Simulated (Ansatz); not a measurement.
Consider the redistribution: `F[SiH](Cl)Cl` + `O[SiH](Cl)CF` → `FC[SiH](F)Cl` + `O[SiH](Cl)Cl`.

Computed with Ansatz on PBE0-D4/def2-TZVP structures; ΔE is electronic, products minus reactants. CCSD(T)/CBS is the MP2 limit (def2-TZVPP, def2-QZVPP) plus CCSD(T) − MP2 in def2-TZVPP, frozen cores. This one scheme is used for every species. Functionals use def2-TZVPP. B3LYP here is the variant with VWN-RPA as its local correlation; programs differ in this. Each species was taken in one conformer, which may not be the lowest.

(1) Is it downhill or uphill in electronic energy at CCSD(T)/CBS, and by how much? (Estimate.)

(2) What do these levels give: B3LYP-D4, ωB97X-V, ωB97M-V, B2PLYP, PBE, B3LYP, HF/def2-TZVPP, MP2/def2-TZVPP, SCS-MP2/def2-TZVPP, HF/def2-QZVPP, HF/CBS(def2), CCSD/CBS(def2)? (An estimate is asked.)

Largest T1 diagnostic among the species: 0.011.

Results:

(1) The calculation gave: Downhill: ΔE = -0.03 eV.

(2) The calculation gave: B3LYP-D4 -0.04, ωB97X-V -0.04, ωB97M-V -0.04, B2PLYP -0.04, PBE -0.05, B3LYP -0.05, HF/def2-TZVPP -0.05, MP2/def2-TZVPP -0.04, SCS-MP2/def2-TZVPP -0.04, HF/def2-QZVPP -0.05, HF/CBS(def2) -0.05, CCSD/CBS(def2) -0.04 eV.
